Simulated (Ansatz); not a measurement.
One change: `[CH3][Al]([CH3])[O]B(O)O` becomes `OB(O)[O][Zn][F]`.

Ansatz, PBE0-D4/def2-TZVP geometries, multiplicity 1. Each molecule was computed in one conformer, which needn't be the lowest.

Scalar relativity is left out up to krypton.

```
                                          property  `[CH3][Al]([CH3])[O]B(O)O`
size of the dipole moment (ωB97M-V/def2-TZVPP) / D                        0.88
               LUMO energy (B3LYP/def2-TZVPP) / eV                       -0.37
  size of the dipole moment (B3LYP/def2-TZVPP) / D                        0.88
             HOMO–LUMO gap (B3LYP/def2-TZVPP) / eV                        7.07
           HOMO–LUMO gap (ωB97M-V/def2-TZVPP) / eV                       11.29
                 LUMO energy (PBE/def2-TZVPP) / eV                       -0.92
```

(1) Give the same properties after the change, and the shifts. (An estimate is asked.)

Results:

(1) Ansatz gave: 
```tsv
property	`OB(O)[O][Zn][F]`	shift
size of the dipole moment (ωB97M-V/def2-TZVPP) / D	3.68	2.80
LUMO energy (B3LYP/def2-TZVPP) / eV	-1.60	-1.23
size of the dipole moment (B3LYP/def2-TZVPP) / D	3.68	2.80
HOMO–LUMO gap (B3LYP/def2-TZVPP) / eV	7.15	0.08
HOMO–LUMO gap (ωB97M-V/def2-TZVPP) / eV	11.89	0.60
LUMO energy (PBE/def2-TZVPP) / eV	-2.18	-1.26
```

With PBE0 the HOMO falls by 1.35 eV and the LUMO falls by 1.10 eV, so the gap widens by about 0.25 eV. PBE moves the HOMO by -1.02 eV and ωB97M-V by -1.56 eV. Dipoles are sizes alone; their direction can turn.

B3LYP here is the variant with VWN-RPA as its local correlation; programs differ in this.
